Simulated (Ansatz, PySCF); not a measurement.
C₄H₆BrF, SMILES F/C=C/CCBr. Atoms are numbered in the order given.

```xyz
12

F      0.4194    -4.0752     0.0000
C      0.3838    -2.7446     0.0000
C     -0.7631    -2.0723     0.0000
C     -0.9087    -0.5817     0.0000
C      0.4007     0.1769     0.0000
Br     0.1097     2.0961     0.0000
H      1.3857    -2.3051     0.0000
H     -1.6858    -2.6622     0.0000
H     -1.5043    -0.2751     0.8772
H     -1.5043    -0.2751    -0.8772
H      1.0018    -0.0391     0.8932
H      1.0018    -0.0391    -0.8932
```
Charge 0, spin multiplicity 1.

Coordinates come from a PBE0-D3(BJ)/def2-SVP optimisation. The structure was generated by enumeration; whether it is a known compound was not checked. The values are those of a single conformer.

Two levels are set side by side: PBE-D3(BJ)/def2-SVP (Ansatz, a first-principles code) and PBE0-D3(BJ)/def2-SVP (Ansatz). Each level has its own optimised geometry; the coordinates shown are those of the second. Frequencies come from the Hessian of PySCF at each geometry. Differences are taken from unrounded values.

```json
[
 {"quantity": "mean bond length (Å)", "PBE0-D3(BJ)": "1.291", "PBE-D3(BJ)": "1.302", "PBE-D3(BJ) minus PBE0-D3(BJ)": "0.010"},
 {"quantity": "bond F1–C2 (Å)", "PBE0-D3(BJ)": "1.331", "PBE-D3(BJ)": "1.345", "PBE-D3(BJ) minus PBE0-D3(BJ)": "0.014"},
 {"quantity": "bond C2–C3 (Å)", "PBE0-D3(BJ)": "1.330", "PBE-D3(BJ)": "1.341", "PBE-D3(BJ) minus PBE0-D3(BJ)": "0.012"},
 {"quantity": "bond C3–C4 (Å)", "PBE0-D3(BJ)": "1.498", "PBE-D3(BJ)": "1.505", "PBE-D3(BJ) minus PBE0-D3(BJ)": "0.008"},
 {"quantity": "bond C4–C5 (Å)", "PBE0-D3(BJ)": "1.513", "PBE-D3(BJ)": "1.521", "PBE-D3(BJ) minus PBE0-D3(BJ)": "0.008"},
 {"quantity": "bond C5–Br6 (Å)", "PBE0-D3(BJ)": "1.941", "PBE-D3(BJ)": "1.962", "PBE-D3(BJ) minus PBE0-D3(BJ)": "0.021"},
 {"quantity": "bond C2–H7 (Å)", "PBE0-D3(BJ)": "1.094", "PBE-D3(BJ)": "1.103", "PBE-D3(BJ) minus PBE0-D3(BJ)": "0.009"},
 {"quantity": "bond C3–H8 (Å)", "PBE0-D3(BJ)": "1.095", "PBE-D3(BJ)": "1.103", "PBE-D3(BJ) minus PBE0-D3(BJ)": "0.008"},
 {"quantity": "bond C4–H9 (Å)", "PBE0-D3(BJ)": "1.104", "PBE-D3(BJ)": "1.113", "PBE-D3(BJ) minus PBE0-D3(BJ)": "0.009"},
 {"quantity": "bond C4–H10 (Å)", "PBE0-D3(BJ)": "1.104", "PBE-D3(BJ)": "1.113", "PBE-D3(BJ) minus PBE0-D3(BJ)": "0.009"},
 {"quantity": "bond C5–H11 (Å)", "PBE0-D3(BJ)": "1.098", "PBE-D3(BJ)": "1.106", "PBE-D3(BJ) minus PBE0-D3(BJ)": "0.008"},
 {"quantity": "bond C5–H12 (Å)", "PBE0-D3(BJ)": "1.098", "PBE-D3(BJ)": "1.106", "PBE-D3(BJ) minus PBE0-D3(BJ)": "0.008"},
 {"quantity": "highest harmonic wavenumber (cm⁻¹)", "PBE0-D3(BJ)": "3219", "PBE-D3(BJ)": "3115", "PBE-D3(BJ) minus PBE0-D3(BJ)": "-104"},
 {"quantity": "mean harmonic wavenumber (cm⁻¹)", "PBE0-D3(BJ)": "1354", "PBE-D3(BJ)": "1306", "PBE-D3(BJ) minus PBE0-D3(BJ)": "-48"},
 {"quantity": "zero-point energy (kcal/mol)", "PBE0-D3(BJ)": "58.08", "PBE-D3(BJ)": "56.03", "PBE-D3(BJ) minus PBE0-D3(BJ)": "-2.05"}
]
```

GGA bonds tend to be longer and softer than those of functionals with exact exchange. Differences between two approximate levels are no errors against the true value.
